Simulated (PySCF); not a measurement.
Relaxation of singlet TeOBr₂

Method: PySCF, PBE0, basis Te def2-SVP with ECP28, O def2-SVP, Br def2-SVP (scalar-relativistic core potentials, no spin–orbit coupling, density fitting). A (50,194) grid was used.

A hand-made T-shaped (ligand arrangement 2) start, of C2v symmetry, held to at least that symmetry:

```xyz
4
charge 0 multiplicity 1, angstrom
Te    0.0000    0.0000   -0.1427
O     0.0000    0.0000    1.7073
Br    2.4985    0.0000   -0.0555
Br   -2.4985    0.0000   -0.0555
```

Optimiser trace:
```csv
step,E − E(last) (kJ/mol),largest gradient (Eh/bohr)
0,27.32,0.03269
1,8.36,0.01144
2,2.31,0.00396
3,0.71,0.00305
4,0.14,0.00203
5,0.00,0.00043
6,0.00,0.00002
```

It ends at C2v with Te–Br 2.616 Å (×2), Te–O 1.807 Å; Br–Te–Br 167.1°, Br–Te–O 96.5° (×2) (after a last refinement on a finer grid). A frequency run shows 1 imaginary mode, down to 93i cm⁻¹, so it is a saddle point. Other isomers or separated fragments may lie lower.

Final geometry:
Coordinates in bohr (charge 0 multiplicity 1):
```
Te    0.0000    0.0000    0.1088
O     0.0000    0.0000    3.5230
Br    4.9114    0.0000   -0.4465
Br   -4.9114    0.0000   -0.4465
```
